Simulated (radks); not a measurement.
Valence configurations of the chromium ion Cr2+ (all share [Ar]). Method: non-relativistic Kohn-Sham, TPSS, spin-unpolarised, spherical densities, point nucleus; meta-GGA in the generalised Kohn-Sham scheme; computed with a radial shooting solver on a logarithmic mesh with Libxc functionals. Energies are relative to 3d4; eigenvalues in eV.

valence          E (eV)    e(3d)    e(4p)    e(4s)
3d4               0.000  -22.779        -        -
3d3.5 4s0.5       2.802  -25.566        -  -19.064
3d3.5 4p0.5       5.394  -26.130  -14.167        -
3d3 4s1           6.507  -28.595        -  -20.267
3d3 4p1          11.957  -29.697  -15.404        -
3d2.5 4s1 4p0.5  14.004  -32.351  -16.099  -21.811
3d2 4s2          16.818  -35.187        -  -22.755
3d2 4s1.5 4p0.5  19.805  -35.720  -17.044  -23.022
3d2 4s1 4p1      22.795  -36.246  -17.298  -23.280
3d2 4p2          28.771  -37.283  -17.797        -

NIST lists [Ar] 3d4 as the ground configuration; this level of theory agrees among the configurations tried. The energies are those of spherical spin-averaged densities, not of single terms.
